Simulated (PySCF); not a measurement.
H₂F₂S₂Si, SMILES F[Si](F)(S)S, singlet, CAM-B3LYP/def2-SVP optimised geometry.

```
7

F     -1.26    -1.48     1.28
Si    -0.64    -0.74     0.00
F     -1.05    -1.62    -1.28
S     -1.55     1.16     0.00
S      1.47    -0.74     0.00
H     -0.78     1.62    -1.01
H      1.55     0.16     1.00
```

Density from PySCF with CAM-B3LYP/def2-TZVP at that geometry.

Minimum of the electron density along straight lines between bonded atoms, close to the bond critical point (lines longer than 1.1 times the sum of covalent radii, or with two minima, are not listed):

| bond | length / Å | ρ at the minimum / e bohr⁻³ | ∇²ρ there / e bohr⁻⁵ | position (fraction from the first atom) |
|---|---|---|---|---|
| F1–Si2 | 1.605 | 0.139 | 0.94 | 0.58 |
| Si2–F3 | 1.605 | 0.139 | 0.94 | 0.42 |
| Si2–S4 | 2.111 | 0.110 | 0.07 | 0.36 |
| Si2–S5 | 2.111 | 0.110 | 0.07 | 0.36 |
| S4–H6 | 1.350 | 0.212 | -0.60 | 0.65 |
| S5–H7 | 1.350 | 0.212 | -0.60 | 0.65 |
